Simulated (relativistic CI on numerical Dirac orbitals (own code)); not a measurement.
**Yb³⁺ (4f13) in a crystal field**

Calculated by Dirac-Coulomb-Breit CI, separate exchange-only KLI orbitals for each configuration, model QED, valence Slater integrals scaled by 0.8, one configuration in a parametric crystal field (own radial code).

Field parameters in Wybourne normalisation; cubic f-shell fields have B⁴₄ = √(5/14) B⁴₀ and B⁶₄ = −√(7/2) B⁶₀. The field is a parameter set, without covalency.

S is read from ⟨S²⟩ = S(S + 1).

Powder χT (cm³ K mol⁻¹) by Van Vleck's formula, with temperature-independent terms:

```
                                                                                                          Field    2 K    5 K   10 K   20 K   50 K  100 K  200 K  300 K
C2v, B20 = -630, B22 = -10, B40 = 970, B42 = -550, B44 = 310, B60 = -180, B62 = 120, B64 = -370, B66 = 390 cm⁻¹   1.77   1.78   1.79   1.81   1.88      2   2.22   2.37
                                                          D3h, B20 = 620, B40 = -10, B60 = -630, B66 = 350 cm⁻¹   0.46  0.591  0.811   1.22    1.9   2.26   2.46   2.52
                                               D4h, B20 = -440, B40 = 1560, B44 = 100, B60 = 10, B64 = 990 cm⁻¹   1.48   1.49   1.51   1.55   1.66   1.84   2.15   2.33
                                                                                 Oh, B40 = 2340, B60 = 360 cm⁻¹  0.678  0.694  0.721  0.774  0.935    1.2   1.69   2.01
                                                                                Oh, B40 = -2300, B60 = 200 cm⁻¹   1.14   1.15   1.16   1.19   1.28   1.43   1.73   1.98
                                                                                 Oh, B40 = -870, B60 = 330 cm⁻¹   1.14   1.15   1.18   1.24   1.42   1.72   2.18   2.39
```

For D3h, B20 = 620, B40 = -10, B60 = -630, B66 = 350 cm⁻¹: what effective moment follows at 300 K?

μ_eff = √(8χT) = 4.49 μB. The LS value g√(J(J + 1)) of the free ion's 2F°_7/2 level is 4.54 μB.
